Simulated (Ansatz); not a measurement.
Species: SiH3Cl, charge 0, singlet. SiH3Cl (SMILES Cl[SiH3]).
B3LYP-D3(BJ)/def2-TZVP minimum from Ansatz (a quantum-chemistry and plane-wave program):
```xyz
5

Si    -0.9899    -0.0500    -0.0380
Cl     1.0723     0.0541     0.0412
H     -1.3688    -1.0690    -1.0360
H     -1.5103     1.2742    -0.4302
H     -1.4910    -0.4257     1.2983
```
Charge 0, spin multiplicity 1.

Total energies in hartree (Ansatz). Radicals and triplets start from unrestricted determinants; spin-orbit coupling is neglected. Cores are frozen in correlated methods. No relativity. Where a partner has so few electrons that a lower coupled-cluster level is exact, that level stands in.

| species | HF/cc-pV(T+d)Z | CCSD(T)/cc-pV(T+d)Z | HF/cc-pV(Q+d)Z | CCSD(T)/cc-pV(Q+d)Z | CCSDT(Q)/cc-pV(T+d)Z |
|---|---|---|---|---|---|
| 1: SiH3Cl (SMILES [SiH3]Cl) | -750.26227 | -750.63263 | -750.26984 | -750.66917 | -750.63416 |
| 2: Si (triplet) | -288.85649 | -288.93344 | -288.85845 | -288.93781 | -288.93426 |
| 3: Cl (doublet) | -459.48556 | -459.67356 | -459.48916 | -459.69449 | -459.67440 |
| 4: H (doublet) | -0.49981 | -0.49981 | -0.49995 | -0.49995 | -0.49981 |

Problem. Work out the atomisation energy (electronic, to ground-state atoms) in kcal/mol: take Hartree-Fock from cc-pV(Q+d)Z, extrapolate the CCSD(T) correlation energy as X^-3 (X = 3, 4), and add CCSDT(Q) - CCSD(T) in cc-pV(T+d)Z. 1 hartree = 627.51 kcal/mol.

Solution. 
Species 1: correlation (64·(-0.39933) - 27·(-0.37036))/37 = -0.42047; step -0.00153; E1 = -750.26984 + (-0.42047) + (-0.00153) = -750.69184
Species 2: correlation (64·(-0.07936) - 27·(-0.07695))/37 = -0.08112; step -0.00082; E2 = -288.85845 + (-0.08112) + (-0.00082) = -288.94039
Species 3: correlation (64·(-0.20533) - 27·(-0.18800))/37 = -0.21798; step -0.00084; E3 = -459.48916 + (-0.21798) + (-0.00084) = -459.70798
Species 4: correlation (64·(0.00000) - 27·(0.00000))/37 = 0.00000; step +0.00000; E4 = -0.49995 + (0.00000) + (+0.00000) = -0.49995
-1·E1 +1·E2 +1·E3 +3·E4 = 0.54362 hartree = 341.1 kcal/mol.
